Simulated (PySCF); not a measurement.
# Shifts of the heteroatoms

Molfile (atoms numbered from 1):
```
C8H10Si
     RDKit          3D

 19 20  0  0  0  0  0  0  0  0999 V2000
    0.1270   -0.0652   -0.4345 C   0  0  0  0  0  0  0  0  0  0  0  0
   -1.0682   -0.0009   -0.5953 C   0  0  0  0  0  0  0  0  0  0  0  0
   -2.4806    0.0766   -0.7739 C   0  0  0  0  0  0  0  0  0  0  0  0
   -3.3852   -0.4747    0.3003 C   0  0  0  0  0  0  0  0  0  0  0  0
   -3.2797    1.0027    0.1091 C   0  0  0  0  0  0  0  0  0  0  0  0
    1.4974   -0.1305   -0.1875 C   0  0  0  0  0  0  0  0  0  0  0  0
    2.5284   -0.3128   -1.0346 C   0  0  0  0  0  0  0  0  0  0  0  0
    3.7629   -0.2896   -0.1761 C   0  0  0  0  0  0  0  0  0  0  0  0
    2.6156   -0.0116    1.3473 Si  0  0  0  0  0  4  0  0  0  0  0  0
   -2.8076   -0.0333   -1.8027 H   0  0  0  0  0  0  0  0  0  0  0  0
   -4.2900   -0.9755   -0.0101 H   0  0  0  0  0  0  0  0  0  0  0  0
   -2.9186   -0.9094    1.1715 H   0  0  0  0  0  0  0  0  0  0  0  0
   -2.7414    1.5745    0.8500 H   0  0  0  0  0  0  0  0  0  0  0  0
   -4.1113    1.5296   -0.3344 H   0  0  0  0  0  0  0  0  0  0  0  0
    2.5075   -0.4494   -2.1056 H   0  0  0  0  0  0  0  0  0  0  0  0
    4.3287   -1.2208   -0.2135 H   0  0  0  0  0  0  0  0  0  0  0  0
    4.4519    0.5140   -0.4374 H   0  0  0  0  0  0  0  0  0  0  0  0
    2.5417   -1.1051    2.3148 H   0  0  0  0  0  0  0  0  0  0  0  0
    2.7118    1.2906    2.0050 H   0  0  0  0  0  0  0  0  0  0  0  0
  1  2  3  0
  2  3  1  0
  3  4  1  0
  4  5  1  0
  1  6  1  0
  6  7  2  0
  7  8  1  0
  8  9  1  0
  5  3  1  0
  9  6  1  0
  3 10  1  0
  4 11  1  0
  4 12  1  0
  5 13  1  0
  5 14  1  0
  7 15  1  0
  8 16  1  0
  8 17  1  0
  9 18  1  0
  9 19  1  0
M  END
```

- GFN2-xTB structure
- shielding tensors at PBE0/pcSseg-1 (GIAO)
- code: PySCF 2.14
- isolated molecule, single conformer, rapidly exchanging positions averaged, relativity neglected

What are the 29Si shifts?

Results:


```tsv
atoms	environment	σ (ppm)	δ (ppm)
Si9	silicon bonded to 2 C, 2 H, in a 4-membered ring	385.1	-36.5
```

Shieldings were converted by a linear fit to measured shifts: 29Si: δ = 279.94 − 0.822σ (rms 8.9 ppm, 72 shifts, 25.8 ppm with the 6 outliers that the fit left out vs TMS, solution or neat liquid). Occasional misses reach two or three times the rms, and more in compound classes unlike the fitted ones.

On a 600 MHz spectrometer 29Si resonates near 119.2 MHz, so 1 ppm is 119.2 Hz.
